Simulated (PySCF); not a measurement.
C$_{3}$H$_{9}$Ga, singlet, at a GFN2-xTB geometry (such geometries of metal compounds can be far from the true shape); PySCF with REVPBE/def2-SVP.

PySCF was given this input:
```python
from pyscf import gto, scf, dft

mol = gto.Mole()
mol.atom = '''
    Ga    0.000005    0.000078    0.000017
    C    -1.416061   -1.467775   -0.159925
    H    -1.481535   -1.839897   -1.186616
    H    -2.406758   -1.088451    0.107454
    H    -1.192636   -2.316577    0.492090
    C    -0.187610    1.724865   -1.084127
    H     0.685476    1.884087   -1.723816
    H    -0.265825    2.595183   -0.425788
    H    -1.074878    1.705367   -1.722777
    C     1.603641   -0.257273    1.244028
    H     2.258030    0.618647    1.245427
    H     2.200285   -1.122707    0.940833
    H     1.277856   -0.436963    2.272804
'''
mol.basis = 'def2-svp'
mol.charge = 0
mol.spin = 0
mol.verbose = 4
mol.build()

mf = dft.RKS(mol)
mf.xc = 'revpbe'
mf.grids.atom_grid = (99, 590)
mf.grids.prune = None
mf.kernel()
```

What the program printed (banner, timings and long lists left out):

```
PySCF version 2.14.0

[INPUT] verbose = 4
[INPUT] num. atoms = 13
[INPUT] num. electrons = 58
[INPUT] charge = 0
[INPUT] spin (= nelec alpha-beta = 2S) = 0
[INPUT] symmetry False subgroup None
[INPUT] Mole.unit = angstrom
[INPUT] Symbol           X                Y                Z      unit          X                Y                Z       unit  Magmom
[INPUT]  1 Ga     0.000005000000   0.000078000000   0.000017000000 AA    0.000009448631   0.000147398638   0.000032125344 Bohr   0.0
[INPUT]  2 C     -1.416061000000  -1.467775000000  -0.159925000000 AA   -2.675967465678  -2.773692762483  -0.302214450471 Bohr   0.0
[INPUT]  3 H     -1.481535000000  -1.839897000000  -1.186616000000 AA   -2.799695393957  -3.476901427409  -2.242379255027 Bohr   0.0
[INPUT]  4 H     -2.406758000000  -1.088451000000   0.107454000000 AA   -4.548113468106  -2.056874290009   0.203058630989 Bohr   0.0
[INPUT]  5 H     -1.192636000000  -2.316577000000   0.492090000000 AA   -2.253755406297  -4.377696076467   0.929915328637 Bohr   0.0
[INPUT]  6 C     -0.187610000000   1.724865000000  -1.084127000000 AA   -0.354531518230   3.259522451848  -2.048703114246 Bohr   0.0
[INPUT]  7 H      0.685476000000   1.884087000000  -1.723816000000 AA    1.295361904962   3.560408424853  -3.257540129143 Bohr   0.0
[INPUT]  8 H     -0.265825000000   2.595183000000  -0.425788000000 AA   -0.502336447063   4.904185113127  -0.804622707126 Bohr   0.0
[INPUT]  9 H     -1.074878000000   1.705367000000  -1.722777000000 AA   -2.031225037320   3.222676571871  -3.255576703700 Bohr   0.0
[INPUT] 10 C      1.603641000000  -0.257273000000   1.244028000000 AA    3.030442292124  -0.486175509245   2.350872211290 Bohr   0.0
[INPUT] 11 H      2.258030000000   0.618647000000   1.245427000000 AA    4.267058281052   1.169073397784   2.353515938139 Bohr   0.0
[INPUT] 12 H      2.200285000000  -1.122707000000   0.940833000000 AA    4.157936045989  -2.121608748132   1.777916698953 Bohr   0.0
[INPUT] 13 H      1.277856000000  -0.436963000000   2.272804000000 AA    2.414797866632  -0.825740396568   4.294977094816 Bohr   0.0

nuclear repulsion = 262.684233431108
number of shells = 57
number of NR pGTOs = 209
number of NR cGTOs = 119
basis = def2-svp
ecp = {}

******** <class 'pyscf.dft.rks.RKS'> ********
method = RKS
initial guess = minao
damping factor = 0
level_shift factor = 0
DIIS = <class 'pyscf.scf.diis.CDIIS'>
diis_start_cycle = 1
diis_space = 8
diis_damp = 0
SCF conv_tol = 1e-09
SCF conv_tol_grad = None
SCF max_cycles = 50
direct_scf = True
direct_scf_tol = 1e-13
XC library pyscf.dft.libxc version 7.1.2
    S. Lehtola, C. Steigemann, M. J. T. Oliveira, and M. A. L. Marques,  SoftwareX 7, 1–5 (2018)
XC functionals = revpbe
    Y. Zhang and W. Yang,  Phys. Rev. Lett. 80, 890 (1998)
    J. P. Perdew, K. Burke, and M. Ernzerhof,  Phys. Rev. Lett. 77, 3865 (1996)
    J. P. Perdew, K. Burke, and M. Ernzerhof,  Phys. Rev. Lett. 78, 1396 (1997)
radial grids:
    Treutler-Ahlrichs [JCP 102, 346 (1995); DOI:10.1063/1.469408] (M4) radial grids

becke partition: Becke, JCP 88, 2547 (1988); DOI:10.1063/1.454033
pruning grids: None
grids dens level: 3
symmetrized grids: False
atomic radii adjust function: <function treutler_atomic_radii_adjust>
User specified grid scheme (99, 590)
small_rho_cutoff = 0
Set gradient conv threshold to 3.16228e-05
Initial guess from minao.
tot grids = 759336
init E= -2043.26595551163
  HOMO = -0.316120631007182  LUMO = -0.0773270077102293  gap/eV = 6.49791
cycle= 1 E= -2043.89565513702  delta_E= -0.63  |g|= 0.94  |ddm|= 3.48
  HOMO = -0.152337400337886  LUMO = -0.050829383145838  gap/eV = 2.76217
cycle= 2 E= -2043.61402332691  delta_E= 0.282  |g|= 1.47  |ddm|=  2.2
  HOMO = -0.219495872899993  LUMO = -0.0446887255235362  gap/eV = 4.75674
cycle= 3 E= -2044.07575078051  delta_E= -0.462  |g|= 0.0375  |ddm|= 1.44
  HOMO = -0.226243027655065  LUMO = -0.0509314264404592  gap/eV = 4.77047
cycle= 4 E= -2044.07576657892  delta_E= -1.58e-05  |g|= 0.0338  |ddm|= 0.0756
  HOMO = -0.222799687647004  LUMO = -0.0487833172461785  gap/eV = 4.73523
cycle= 5 E= -2044.07601006879  delta_E= -0.000243  |g|= 0.00345  |ddm|= 0.0341
  HOMO = -0.222595755224173  LUMO = -0.0483888598826692  gap/eV = 4.74041
cycle= 6 E= -2044.07601356946  delta_E= -3.5e-06  |g|= 0.00045  |ddm|= 0.00547
  HOMO = -0.222625374202364  LUMO = -0.0484506620623519  gap/eV = 4.73954
cycle= 7 E= -2044.07601364206  delta_E= -7.26e-08  |g|= 7.17e-05  |ddm|= 0.000807
  HOMO = -0.222624935018112  LUMO = -0.0484463191328164  gap/eV = 4.73964
cycle= 8 E= -2044.07601364391  delta_E= -1.85e-09  |g|= 1.17e-05  |ddm|= 0.000112
  HOMO = -0.222626490448881  LUMO = -0.0484471599659821  gap/eV = 4.73966
cycle= 9 E= -2044.07601364395  delta_E= -4.23e-11  |g|= 4.41e-06  |ddm|= 1.55e-05
  HOMO = -0.222625850682092  LUMO = -0.0484472653721011  gap/eV = 4.73964
Extra cycle  E= -2044.07601364394  delta_E= 8.64e-12  |g|= 8.48e-06  |ddm|= 1.39e-05
converged SCF energy = -2044.07601364394
```
